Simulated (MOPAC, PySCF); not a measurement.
[Cu(H2O)(CH3)], neutral singlet in the gas phase. 

Cartesian coordinates (Å):
```xyz
8

Cu     0.0113    -0.0152     0.0509
O     -1.1497    -1.6209     0.2634
H     -1.3690    -1.7242     1.2113
H     -0.6259    -2.4166     0.0401
C      1.1266     1.4992    -0.1357
H      2.1866     1.2051    -0.2713
H      1.0680     2.1503     0.7595
H      0.8267     2.1039    -1.0149
```
Charge 0, multiplicity 1.

All levels are single points at this geometry (TPSS-D3(BJ)/def2-SVP); Pople sets use spherical d functions. Orbital energies aren't observables, and empty levels follow the basis.

M06-2X/6-31G* (LANL2DZ on Cu) in PySCF gives dipole (D) = 5.77.

Estimate the dipole (D) from each of these levels: B3LYP-D3(BJ)/def2-TZVP in PySCF; PBE-D3(BJ)/def2-TZVP in PySCF; TPSSh-D3(BJ)/def2-TZVP in PySCF; B3LYP/3-21G in PySCF; B3LYP/LANL2DZ in PySCF; BP86/6-31G* (LANL2DZ on Cu) in PySCF; PBE/6-31G* (LANL2DZ on Cu) in PySCF; SVWN5/6-31G* (LANL2DZ on Cu) in PySCF; HF/3-21G in PySCF; HF/6-31G* (LANL2DZ on Cu) in PySCF; HF/STO-3G in PySCF; PM7 in MOPAC.


```
level                                  dipole (D)
-------------------------------------  ----------
B3LYP-D3(BJ)/def2-TZVP in PySCF              5.37
PBE-D3(BJ)/def2-TZVP in PySCF                5.04
TPSSh-D3(BJ)/def2-TZVP in PySCF              5.36
B3LYP/3-21G in PySCF                         6.14
B3LYP/LANL2DZ in PySCF                       5.29
BP86/6-31G* (LANL2DZ on Cu) in PySCF         4.93
PBE/6-31G* (LANL2DZ on Cu) in PySCF          4.84
SVWN5/6-31G* (LANL2DZ on Cu) in PySCF        4.84
HF/3-21G in PySCF                            7.35
HF/6-31G* (LANL2DZ on Cu) in PySCF           6.46
HF/STO-3G in PySCF                           5.44
PM7 in MOPAC                                 6.25
```
